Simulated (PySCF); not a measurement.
One of the candidates below gave these computed data.

All candidates are C10H8S.

- 1H NMR: chemical shifts (computed TMS as zero) by class: 8.08 (1 H), 8.03 (1 H), 7.69 (1 H), 7.51 (1 H), 7.32 (1 H), 7.31 (1 H), 6.46 (1 H), 5.82 (1 H) ppm [GIAO PBE0/pcSseg-1]
- 13C NMR: chemical shifts (computed TMS as zero) by class: 148.3 (1 C), 144.3 (1 C), 141.7 (1 C), 135.5 (1 C), 134.1 (1 C), 129.7 (1 C), 129.3 (1 C), 128.9 (1 C), 122.4 (1 C), 119.5 (1 C) ppm [GIAO PBE0/pcSseg-1]
- NMR, other nuclei: isotropic shieldings of nuclei other than C and H, by class: 334 (1 S) ppm [GIAO PBE0/pcSseg-1]
- Dipole: 0.64 D [PBE0/pcSseg-1]
- Rotational structure: rotational constants A, B, C: 1.533, 0.972, 0.595 GHz [GFN2-xTB]

Gas-phase values; electronic properties from PySCF, density fitting. Levels stand in brackets. Isolated species at its GFN2-xTB geometry (one conformer only). NMR values are class means; diastereotopic atoms form classes of their own.

Task: Which candidate is it?
A. `C=Cc1cccc2ccsc12`
B. `c1ccc(-c2ccsc2)cc1`
C. `c1ccc(-c2cccs2)cc1`

Result: A. It is `C=Cc1cccc2ccsc12`. Numbering: `[CH2:1]=[CH:2][c:3]1[cH:4][cH:5][cH:6][c:7]2[cH:8][cH:9][s:10][c:11]12`. Its formula, C10H8S, gives 7 degrees of unsaturation: 2 rings and 5 π bonds in the structure found (Kekulé form). 10 carbons fall into 10 classes; from least to most shielded: ring-fusion aromatic carbon [C11] (148.3 ppm), ring-fusion aromatic carbon [C7] (144.3 ppm), alkene CH carbon [C2] (141.7 ppm), substituted aromatic carbon [C3] (135.5 ppm), aromatic CH next to a ring sulfur [C9] (134.1 ppm), aromatic CH carbon [C5] (129.7 ppm), aromatic CH carbon [C8] (129.3 ppm), aromatic CH carbon [C6] (128.9 ppm), aromatic CH carbon [C4] (122.4 ppm), terminal =CH2 carbon [C1] (119.5 ppm). Hydrogen classes from least to most shielded: 1 H on an aromatic CH carbon, C4 (8.08 ppm), 1 H on an aromatic CH carbon, C6 (8.03 ppm), 1 H on an aromatic CH carbon, C5 (7.69 ppm), 1 H on an aromatic CH carbon, C8 (7.51 ppm), 1 H on an aromatic CH next to a ring sulfur, C9 (7.32 ppm), 1 H on an alkene CH carbon, C2 (7.31 ppm), 1 H on a terminal =CH2 carbon, C1 (6.46 ppm), 1 H on a terminal =CH2 carbon, C1 (5.82 ppm). The other shieldings belong to: 334 ppm, thiophene-type sulfur [S10]. The optimised geometry has point group Cs and is an asymmetric top.

The others, at the same levels:
- `c1ccc(-c2cccs2)cc1` fails: it has 8 carbon classes against 10; its computed 13C shifts are 154.8 (1 C), 138.4 (1 C), 134.3 (2 C), 132.7 (1 C), 132.5 (1 C), 132.4 (1 C), 129.1 (2 C), 125.7 (1 C) ppm, 1H shifts are 8.05 (2 H), 7.68 (1 H), 7.62 (2 H), 7.43 (1 H), 7.19 (1 H), 7.10 (1 H) ppm and rotational constant A is 2.811 GHz (against 1.533 GHz).
- `c1ccc(-c2ccsc2)cc1` fails: it has 8 carbon classes against 10; its computed 13C shifts are 148.4 (1 C), 141.8 (1 C), 135.1 (1 C), 134.4 (2 C), 132.6 (1 C), 132.5 (2 C), 131.5 (1 C), 129.2 (1 C) ppm, 1H shifts are 7.86 (2 H), 7.73 (2 H), 7.60 (1 H), 7.46 (1 H), 7.30 (1 H), 7.29 (1 H) ppm and rotational constant A is 3.206 GHz (against 1.533 GHz).

Each candidate is one conformer, not necessarily the lowest. Dipoles, sizes and rotational constants follow the conformer. The torsions of the flexible species, by atom-mapped SMILES:
- `[CH2:1]=[CH:2][c:3]1[cH:4][cH:5][cH:6][c:7]2[cH:8][cH:9][s:10][c:11]12`: C1–C2–C3–C4 0°
- `[cH:1]1[cH:2][cH:3][c:4](-[c:5]2[cH:6][cH:7][cH:8][s:9]2)[cH:10][cH:11]1`: C3–C4–C5–C6 180°
- `[cH:1]1[cH:2][cH:3][c:4](-[c:5]2[cH:6][cH:7][s:8][cH:9]2)[cH:10][cH:11]1`: C3–C4–C5–C6 33°
